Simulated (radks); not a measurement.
All-electron atom: neutral tin in [Kr] 4d10 5s2 5p2 (the NIST ground configuration).

All-electron calculation, Dirac Kohn-Sham, B86b exchange with PBE correlation, spin-unpolarised, spherical densities, finite nucleus; open shells fill j = l - 1/2 first; Fermi nuclear charge, rms radius 4.6519 fm. Program: a radial shooting solver on a logarithmic mesh with Libxc functionals.

Energy parts (hartree):
| part | energy |
|---|---|
| total | -6179.57174 |
| kinetic | 6506.64444 |
| electron-nucleus | -15000.12233 |
| Hartree | 2479.85871 |
| exchange-correlation | -165.95257 |

Orbitals (lengths in bohr, moments of r in powers of bohr; <r^-3> diverges for s and p1/2; r(max) is where P^2 peaks):
1s1/2: occ. 2; eigenvalue (hartree) -1065.600; r(max) 0.01877; <r^4> 3.405e-06; <r^2> 0.001143
2s1/2: occ. 2; eigenvalue (hartree) -160.8092; r(max) 0.1062; <r^4> 0.0005912; <r^2> 0.01851
2p1/2: occ. 2; eigenvalue (hartree) -150.2094; r(max) 0.08179; <r^4> 0.0003811; <r^2> 0.01376
2p3/2: occ. 4; eigenvalue (hartree) -141.7318; r(max) 0.08631; <r^4> 0.0004480; <r^2> 0.01506; <r^-3> 4302
3s1/2: occ. 2; eigenvalue (hartree) -31.02522; r(max) 0.3077; <r^4> 0.02645; <r^2> 0.1316
3p1/2: occ. 2; eigenvalue (hartree) -26.71874; r(max) 0.2941; <r^4> 0.02568; <r^2> 0.1265
3p3/2: occ. 4; eigenvalue (hartree) -25.17075; r(max) 0.3043; <r^4> 0.02914; <r^2> 0.1350; <r^-3> 800.7
3d3/2: occ. 4; eigenvalue (hartree) -17.56010; r(max) 0.2494; <r^4> 0.02492; <r^2> 0.1160; <r^-3> 125.8
3d5/2: occ. 6; eigenvalue (hartree) -17.24061; r(max) 0.2523; <r^4> 0.02593; <r^2> 0.1185; <r^-3> 117.4
4s1/2: occ. 2; eigenvalue (hartree) -4.90657; r(max) 0.7459; <r^4> 0.8577; <r^2> 0.7585
4p1/2: occ. 2; eigenvalue (hartree) -3.47511; r(max) 0.7720; <r^4> 1.140; <r^2> 0.8566
4p3/2: occ. 4; eigenvalue (hartree) -3.19700; r(max) 0.7966; <r^4> 1.308; <r^2> 0.9167; <r^-3> 143.8
4d3/2: occ. 4; eigenvalue (hartree) -0.96011; r(max) 0.8815; <r^4> 3.759; <r^2> 1.418; <r^-3> 15.45
4d5/2: occ. 6; eigenvalue (hartree) -0.92188; r(max) 0.8910; <r^4> 3.990; <r^2> 1.458; <r^-3> 14.24
5s1/2: occ. 2; eigenvalue (hartree) -0.38000; r(max) 2.018; <r^4> 71.12; <r^2> 6.618
5p1/2: occ. 2; eigenvalue (hartree) -0.14140; r(max) 2.493; <r^4> 251.1; <r^2> 11.75
5p3/2: occ. 0; eigenvalue (hartree) -0.12538; r(max) 2.610; <r^4> 308.4; <r^2> 12.99; <r^-3> 8.115

The highest occupied level is 5p1/2 at -3.848 eV. Summed over all electrons, <r^2> = 60.42 bohr^2, which gives a Langevin (diamagnetic) susceptibility term of -47.9 x 10^-6 cm^3/mol. The density falls to 0.001 e/bohr^3 at r = 4.69 bohr. For comparison, the ionisation energy in NIST's Atomic Spectra Database is 7.344 eV (measured). In exact Kohn-Sham theory the highest level is minus the ionisation energy, but local and semilocal functionals leave it too shallow, through self-interaction and a potential that decays too fast; potentials with the right tail come closer. The electron density at the nucleus is 1.912e+05 e/bohr^3.

Beside tabulated values, note that spin-unpolarised runs miss the spin-polarisation part of the exchange energy of open shells.
